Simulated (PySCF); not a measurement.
Relaxation of quintet PtSF2

All numbers come from UPBE0 in PySCF with Pt def2-TZVP with ECP60, S def2-TZVP, F def2-TZVP; scalar-relativistic core potentials, no spin–orbit coupling; density-fitted integrals. A (50,194) grid was used.

A hand-made trigonal pyramidal start, of Cs symmetry, held to at least that symmetry:

```xyz
4
charge 0 multiplicity 5, angstrom
Pt    0.0506    0.0876   -0.2426
S    -0.8589   -1.4876    0.7245
F     1.7017    0.0875    0.6353
F    -0.7750    1.5175    0.6353
```

Optimiser trace:
```csv
step,E − E(last) (kJ/mol),largest gradient (Eh/bohr)
0,104.82,0.05747
1,49.90,0.02214
2,33.57,0.02289
3,21.92,0.01777
4,15.85,0.01012
5,11.70,0.00286
6,10.12,0.00433
7,7.00,0.01178
8,5.61,0.01423
9,3.24,0.01449
10,0.87,0.00736
11,0.54,0.00332
12,0.01,0.00059
13,0.00,0.00009
14,0.00,0.00004
```

It ends at Cs with Pt–F 1.902 Å (×2), Pt–S 2.233 Å; F–Pt–F 160.1°, F–Pt–S 100.0° (×2) (after a last refinement on a finer grid). The frequency run here used a shortcut that can spoil soft modes, so no verdict on minimum or saddle point is given. Other isomers or separated fragments may lie lower.

Final geometry:
Z-matrix (Å, degrees; charge 0 multiplicity 5):
```
Pt
S  1 2.2331
F  1 1.9016 2 99.97
F  1 1.9016 2 99.97 3 179.96
```

Other spin states or occupations of the open shell can lie lower. Spin–orbit coupling, left out here, can matter for elements this heavy.

The relaxation took about 14 core-minutes on a shared host.
